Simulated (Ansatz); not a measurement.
Species: C6H12Cl (charge 0, doublet). It need not be the lowest isomer of its formula. SMILES: C([CH]C)C[C@H](C)Cl
Structure (B3LYP-D3(BJ)/def2-TZVP (Ansatz, a program for electronic structure) minimum search):
```xyz
19

C     -3.7479    -0.5303    -0.1761
C     -2.4151    -0.6652     0.4645
C     -1.1810    -0.2332    -0.2428
C      0.1044    -0.6608     0.4605
C      1.3865    -0.2606    -0.2488
C      2.6333    -0.8221     0.4052
Cl     1.5267     1.5641    -0.3085
H     -3.7440    -0.9247    -1.1982
H     -4.0570     0.5236    -0.2595
H     -4.5264    -1.0485     0.3853
H     -2.3594    -0.8655     1.5283
H     -1.1731     0.8612    -0.3601
H     -1.1862    -0.6258    -1.2692
H      0.1161    -1.7525     0.5505
H      0.1237    -0.2620     1.4786
H      1.3425    -0.5514    -1.2981
H      3.5321    -0.5024    -0.1201
H      2.7048    -0.4949     1.4432
H      2.5921    -1.9142     0.3896
```
Charge 0, spin multiplicity 2.

Property: atomisation energy (electronic, to ground-state atoms), in kJ/mol. Valence correlation only, unless marked. UHF or UKS for open shells. No spin-orbit coupling. No relativistic terms. The coupled-cluster limit lacks core correlation, which all-electron functionals hold. Basis-set limits of correlation are two-point, X^-3; Hartree-Fock from the larger set. [CCSD(T)-MP2]/basis is that difference in the basis named.

```
level                                                                 program  atomisation energy (kJ/mol)
-------------------------------------------------------------  --------------  ---------------------------
PBE/def2-TZVPD                                                         Ansatz                       7504.9
revPBE-D3(BJ)/def2-TZVPD                                       Ansatz + dftd3                       7365.7
B97M-V/def2-TZVPD                                                      Ansatz                          ___
PBE0-D4/def2-TZVP                                              Ansatz + dftd4                          ___
PBE0/def2-TZVPD                                                        Ansatz                       7429.2
HSE06-D4/def2-TZVPD                                            Ansatz + dftd4                       7467.7
CAM-B3LYP-D4/def2-TZVPD                                        Ansatz + dftd4                          ___
B2GP-PLYP-D3(BJ)/def2-TZVPD                                    Ansatz + dftd3                       7307.3
B2PLYP/def2-TZVPD                                                      Ansatz                       7291.1
SCS-MP2/cc-pV(D+d)Z                                                    Ansatz                       6914.0
CCSD/6-31G*                                                            Ansatz                          ___
CCSD/cc-pV(T+d)Z                                                       Ansatz                       7131.2
RI-MP2/CBS(cc-pV(T+d)Z,cc-pV(Q+d)Z)+[CCSD(T)-MP2]/cc-pV(T+d)Z          Ansatz                       7387.4
```

**Question.** Some entries are withheld; supply them.

**Answer.** 
- B97M-V/def2-TZVPD, atomisation energy (kJ/mol): 7401.8
- PBE0-D4/def2-TZVP, atomisation energy (kJ/mol): 7461.6
- CAM-B3LYP-D4/def2-TZVPD, atomisation energy (kJ/mol): 7418.8
- CCSD/6-31G*, atomisation energy (kJ/mol): 6730.9
